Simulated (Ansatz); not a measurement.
The cluster Hf₃Si₂, relaxed as a singlet with RKS PBE-D4/def2-SVP in Ansatz, starting from the GFN2-xTB geometry. Force threshold 0.02 eV/Å.

In the def2 sets Hf takes a core potential; there is no spin–orbit coupling. The restricted singlet is unstable towards broken spin symmetry in Hartree–Fock (as tested in another run); at PBE-D4/def2-SVP this wasn't settled. The relaxation made no stability test and no search for a lower SCF solution. No other spin state of charge 0 was run. Another isomer (triplet) lies 2.57 eV lower at PBE0-D4/def2-TZVP; other spin states weren't run for this one.

Start:

```xyz
5

Hf   -0.786   -0.627   -2.292
Hf   -1.252    1.695   -0.605
Hf   -1.038   -0.707    1.146
Si    1.358    0.694    0.206
Si    1.718   -1.055    1.545
```

```
step  energy (eV)  largest force component (eV/Å)  SCF passes
   1  -19656.8003                           2.605          79
   2  -19658.0122                           1.741          52
   3  -19658.5427                           0.705          45
   4  -19658.7672                           0.451          44
   5  -19658.8200                           0.216          44
   6  -19658.8274                           0.099          34
   7  -19658.8289                           0.047          34
   8  -19658.8290                           0.032          30
   9  -19658.8291                           0.005          29
```

Force components are those of the run's own axes.

End:

```xyz
5

Hf   -0.623   -0.498   -1.906
Hf   -1.143    1.685   -0.350
Hf   -0.984   -0.833    0.840
Si    1.236    0.451   -0.220
Si    1.514   -0.805    1.636
```

By distances, no bond broke or formed. The bond that changes most is Hf1–Si4, from 3.55 to 2.68 Å (atoms count from 1).

No frequencies were taken in this run, so the end may be a saddle point.

It took 19 s on 4 threads of Arm Neoverse V2 on a shared host.
